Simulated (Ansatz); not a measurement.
Reaction (redistribution): `NB(N)CO` + `N#CC(O)(F)[SiH3]` → `NB(O)CO` + `N#CC(N)(F)[SiH3]`

Program: Ansatz. Geometries: PBE0-D4/def2-TZVP. ΔE: electronic, gas phase. CBS: MP2 limit from def2 TZ/QZ plus the TZ coupled-cluster correction, frozen cores. Each species was taken in one conformer, which may not be the lowest.

```tsv
level	ΔE (kcal/mol)
MP2/def2-TZVPP	-10.8
CCSD/def2-TZVPP	-10.2
HF/def2-QZVPP	-10.2
MP2/def2-QZVPP	-11.0
```

(1) What does CCSD(T)/CBS give? (An estimate is asked.)

Largest T1 diagnostic among the species: 0.014.

Answers

(1) The calculation gave: -10.5 kcal/mol. The listed levels differ from it by -0.3, 0.3, 0.3, -0.5 kcal/mol.
